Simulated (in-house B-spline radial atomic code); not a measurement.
Configurations of Ar, with energies counted from [Ne] 3s2 3p6. All numbers are computed (non-relativistic TPSSh, spin-polarised, spherical fractional occupations, exact exchange averaged over the configuration; point nucleus) with a B-spline radial code for spherical atoms, not measured. Shells without spins written out take the highest spin.

Occupations are held fixed; configurations that lie above the ionisation limit could autoionise.

| configuration | E - E(ref) (eV) | highest orbital | its <r> (bohr) |
| --- | --- | --- | --- |
| [Ne] 3s2 3p5 4s1 | 11.817 | 4s up | 5.236 |
| [Ne] 3s2 3p5 4f1 | 14.971 | 4f up | 16.98 |
| [Ne] 3s1 3p6 4s1 | 26.742 | 4s up | 5.196 |
| [Ne] 3s1 3p6 4f1 | 29.93 | 4f up | 16.98 |
| [He] 2s2 2p5 3s2 3p6 4p1 | 246.35 | 4p up | 6.81 |
| [He] 2s2 2p5 3s2 3p6 4d1 | 247.76 | 4d up | 13.15 |

(1) Order these further configurations by energy, lowest first.
A. [He] 2s2 2p5 3s2 3p6 3d1
B. [He] 2s2 2p5 3s2 3p6 4s1
C. [Ne] 3s1 3p6 4p1
D. [He] 2s2 2p5 3s2 3p6 4f1
E. [Ne] 3s2 3p5 4p1

(2) How far above the reference does [Ne] 3s1 3p6 4d1 lie?

## Answers

(1) E (13.19 eV), C (28.134 eV), B (244.95 eV), A (247.2 eV), D (248.18 eV).

(2) 29.512 eV; its least bound orbital is 4d up with <r> = 13.23 bohr.
